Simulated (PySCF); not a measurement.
Compound: H5SSiTl.
Structure used (PBE0-D3(BJ)/def2-SVP), in Å, numbered top down from 1:
```
atom  x, y, z in Å
Si1   -1.491   -0.108    0.036
S2     0.113   -1.372   -0.586
Tl3    2.092    0.089   -0.082
H4    -1.336    1.292   -0.471
H5    -2.762   -0.673   -0.508
H6    -1.609   -0.037    1.527
H7     3.487   -0.816   -0.481
H8     1.562    1.606    0.512
```

Level of theory: PySCF 2.14.0, PBE0-D3(BJ)/def2-SVP geometry optimisation, gas phase, def2 core potentials past Kr.

Question: Which atoms are bound to Tl3, and at what distances?

Answer: 3 atoms: H7 1.710 Å, H8 1.714 Å, S2 2.511 Å. The nearest atom not counted as bound is Si1, at 3.59 Å.

Question: List the angles at Tl3.

Answer: 
| angle | degrees | distance of the outer atoms (Å) |
| --- | --- | --- |
| H7–Tl3–H8 | 143.3 | 3.25 |
| S2–Tl3–H8 | 109.9 | 3.49 |
| S2–Tl3–H7 | 106.7 | 3.42 |

Question: What is the shape at Tl3?

Answer: Planar: angles 143.3°, 109.9° and 106.7°, sum 360.0°, 0.01 Å off the plane of its three neighbours.

Question: What are the other bond lengths?

Answer: Si1–S2 2.135 Å; Si1–H4, Si1–H5, Si1–H6 1.496 Å.

Question: Give some angles away from the centre.

Answer: Si1–S2–Tl3 100.9°.

Question: What are the rotational constants (commonest isotopes, rigid rotor)?

Answer: A = 8427, B = 1143, C = 1018 MHz: a near-prolate asymmetric top.

Charge 0, singlet. Whether it is a minimum is left open (no frequencies).

One conformer stands for the species.
